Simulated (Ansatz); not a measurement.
Geometry optimisation, RKS BLYP-D4/def2-SVP (Ansatz).

input.yaml

```yaml
crystal:
  periodic: [false, false, false]
  atoms:
    - { symbol: Zr, position_ang: [0.31883, 0.418344, -0.476617] }
    - { symbol: O, position_ang: [0.097688, -0.175895, 2.71998] }
    - { symbol: H, position_ang: [-0.851549, -0.062362, 2.937279] }
    - { symbol: Cl, position_ang: [2.293246, -0.053017, -1.666228] }
    - { symbol: Cl, position_ang: [-1.077094, 1.899338, -1.65513] }
    - { symbol: F, position_ang: [-0.696537, -1.165226, -0.138068] }
    - { symbol: H, position_ang: [0.823888, 1.522137, 0.924527] }
    - { symbol: H, position_ang: [0.415129, 0.756081, 2.571957] }
basis:
  gaussian: { orbitals: def2-SVP }
hamiltonian:
  xc: blyp
  dispersion: d4
relax:
  f_tol: 0.03
  max_steps: 50
```

Launched with:

```bash
$ ansatz run input.yaml --threads 2 --pin off --max-ram 3072MiB --backend cpu --events-out ev --progress --plain --runs-dir out
```

Task: Where does it end, and by what steps?

Result: The run converged. After 18 steps the energy has fallen by 0.696 eV; H3 moved furthest, 1.02 Å. Joined: Zr1–O2 (3.26 → 2.37 Å).

```
step  energy less start (eV)  largest force component (eV/Å)  accepted
   0                  0.0000                           0.519       yes
   1                 -0.0674                           1.312       yes
   2                 -0.2051                           1.829       yes
   3                 -0.4064                           0.842       yes
   4                 -0.4628                           0.866       yes
   5                 -0.4887                           1.283       yes
   6                 -0.5473                           0.307       yes
   7                 -0.5605                           0.323       yes
   8                 -0.5694                           0.447       yes
   9                 -0.5775                           0.304       yes
  10                 -0.5941                           0.135       yes
  11                 -0.6208                           0.277       yes
  12                 -0.6531                           0.355       yes
  13                 -0.6629                           0.510       yes
  14                 -0.6818                           0.488       yes
  15                 -0.6692                           0.327        no
  16                 -0.6942                           0.141       yes
  17                 -0.6945                           0.100       yes
  18                 -0.6965                           0.016       yes
```

```xyz
8
Properties=species:S:1:pos:R:3
Zr 0.080 0.548 -0.171
O 0.510 -0.173 2.047
H -0.244 -0.686 2.409
Cl 2.191 -0.318 -0.826
Cl -0.748 1.751 -2.033
F -1.394 -0.632 0.242
H 0.256 2.084 0.878
H 0.672 0.565 2.671
```

Time of the run: 70 s on 2 threads of Arm Neoverse V1, with other jobs on the host, peak memory 0.16 GiB.
